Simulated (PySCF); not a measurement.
Species: FH₆NSi₂.
InChI=1S/FH6NSi2/c1-4(2)3/h4H,2H2,3H3/t4-/m0/s1

Level of theory: EOM-IP-CCSD/aug-cc-pVDZ in PySCF, restricted Hartree–Fock reference, 12 core orbitals frozen, non-relativistic, gas phase, PBE0-D3(BJ)/def2-SVP geometry.

Hartree–Fock orbital energies give these Koopmans values (eV): HOMO 11.09, HOMO-1 11.84, HOMO-2 13.14, HOMO-3 13.18, HOMO-4 14.21, HOMO-5 17.26, HOMO-6 17.52, HOMO-7 17.74.

Problem. What vertical ionisation energies does EOM-IP-CCSD give?

Solution. 
```json
{"leading hole (HF orbital)": "HOMO", "Koopmans (eV)": "11.09", "EOM-IP-CCSD (eV)": "10.33", "change (eV)": "-0.76", "one-hole share": "0.95"}
{"leading hole (HF orbital)": "HOMO-1", "Koopmans (eV)": "11.84", "EOM-IP-CCSD (eV)": "10.68", "change (eV)": "-1.16", "one-hole share": "0.95"}
{"leading hole (HF orbital)": "HOMO-2", "Koopmans (eV)": "13.14", "EOM-IP-CCSD (eV)": "12.43", "change (eV)": "-0.71", "one-hole share": "0.94"}
{"leading hole (HF orbital)": "HOMO-3", "Koopmans (eV)": "13.18", "EOM-IP-CCSD (eV)": "12.49", "change (eV)": "-0.69", "one-hole share": "0.94"}
{"leading hole (HF orbital)": "HOMO-4", "Koopmans (eV)": "14.21", "EOM-IP-CCSD (eV)": "13.07", "change (eV)": "-1.14", "one-hole share": "0.94"}
{"leading hole (HF orbital)": "HOMO-5", "Koopmans (eV)": "17.26", "EOM-IP-CCSD (eV)": "14.96", "change (eV)": "-2.30", "one-hole share": "0.94"}
{"leading hole (HF orbital)": "HOMO-6", "Koopmans (eV)": "17.52", "EOM-IP-CCSD (eV)": "15.23", "change (eV)": "-2.29", "one-hole share": "0.94"}
{"leading hole (HF orbital)": "HOMO-7", "Koopmans (eV)": "17.74", "EOM-IP-CCSD (eV)": "15.82", "change (eV)": "-1.92", "one-hole share": "0.94"}
```

Problem. Does the order of the lines follow the orbital energies?

Solution. Yes, no two lines change places. The corrections run from -2.30 to -0.69 eV, with a mean of -1.37 eV over the 8 lines; no line lies above its Koopmans value.

Problem. At what kinetic energies would He II light (40.81 eV) eject these electrons?

Solution. 30.48 eV (HOMO), 30.13 eV (HOMO-1), 28.38 eV (HOMO-2), 28.32 eV (HOMO-3), 27.74 eV (HOMO-4), 25.85 eV (HOMO-5), 25.58 eV (HOMO-6), 24.99 eV (HOMO-7).

Problem. What total energy has the lowest final state, and which wavelength reaches it?

Solution. E(CCSD) + ionisation energy = -736.00099 + 0.37945 = -735.62154 Eh, at the geometry of the initial state. The threshold wavelength is 1239.84 eV nm/10.33 eV = 120.0 nm.

Lines less than 0.15 eV apart could change places at a higher level. One root was sought for each valence orbital with −ε under 21 eV, eight at most, so deeper holes and satellites are missing; no vibrational structure.

Time: 3.4 min wall; peak memory 2.8 GiB. Hardware: an Arm Neoverse V2 with one thread (shared host).

The values belong to the conformer `[NH2:1][Si@H:2]([F:3])[SiH3:4]`: H–N1–Si2–F3 -77°, H–N1–Si2–F3 75°.
